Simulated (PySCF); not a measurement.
Multinuclear NMR of C2H8O3Si2

Bonds (- single, = double, # triple, : aromatic): C1-O2 1.426 Å, O2-C3 1.338 Å, C3=O4 1.209 Å, C3-Si5 1.918 Å, Si5-O6 1.608 Å, O6-Si7 1.639 Å. C1 carries H8, H9, H10; Si5 carries H11, H12; Si7 carries H13, H14, H15.

Computed data (PySCF 2.14.0 with density-fitted response routines): shielding tensors at PBE0/pcSseg-1 (GIAO), GFN2-xTB structure. Relativity neglected, a single conformation, rapidly exchanging positions averaged, no solvent.

**Question.** Where does ²⁹Si resonate?

**Answer.** 
```csv
atoms,environment,σ (ppm),δ (ppm)
Si7,"silicon bonded to O, 3 H",386.0,-37.3
Si5,"silicon bonded to C, O, 2 H",402.7,-51.0
```

Shieldings were converted by a linear fit to measured shifts: ²⁹Si: δ = 279.94 − 0.822σ (rms 8.9 ppm, 72 shifts, 25.8 ppm with the 6 outliers that the fit left out vs TMS, solution or neat liquid). Occasional misses reach two or three times the rms, and more in compound classes unlike the fitted ones.

On a 500 MHz spectrometer ²⁹Si resonates near 99.3 MHz, so 1 ppm is 99.3 Hz.

**Question.** Predict the ¹⁷O NMR data.

**Answer.** 
```json
{"atoms": "O4", "environment": "ester carbonyl oxygen", "σ (ppm)": "-166.2", "δ (ppm)": "418.1"}
{"atoms": "O2", "environment": "ester alkoxy oxygen", "σ (ppm)": "124.2", "δ (ppm)": "153.6"}
{"atoms": "O6", "environment": "oxygen bonded to 2 Si", "σ (ppm)": "336.1", "δ (ppm)": "-39.5"}
```

Shieldings were converted by a linear fit to measured shifts: ¹⁷O (scatter 10.7 ppm rms, 12.2 ppm with the 3 outliers that the fit left out vs liquid water, solution or neat liquid). A few per cent of atoms miss by over 2 rms, more outside the fitted compound classes.

On a 500 MHz spectrometer ¹⁷O resonates near 67.8 MHz, so 1 ppm is 67.8 Hz.
